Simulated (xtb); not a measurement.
xtb input:

```bash
xtb mol.xyz --gfn 1 --sp --chrg 0 --uhf 0
```
mol.xyz:
```
16

C     -2.29081476    -0.08628210    -0.96163908
Si    -0.97741979     0.58020868     0.21066367
C     -1.52697990     0.37662421     1.99430863
C     -0.64864524     2.39363550    -0.17261235
B      0.73348199    -0.44593261    -0.12499657
Cl     1.54341857    -1.38008815     1.12537374
Cl     1.46794053    -0.42279217    -1.72632610
H     -1.96810821     0.00001704    -2.00079443
H     -2.50753998    -1.13783258    -0.76306589
H     -3.22240025     0.47399845    -0.84933071
H     -0.76747859     0.74696734     2.68570597
H     -2.45097945     0.92871098     2.18217830
H     -1.70782919    -0.67310043     2.23388795
H      0.10820660     2.81232964     0.49374346
H     -1.56227912     2.98102563    -0.05167860
H     -0.29958992     2.51972517    -1.19910767
```

Which total energy does the run end on?

-23.02814 Eh (GFN1-xTB).
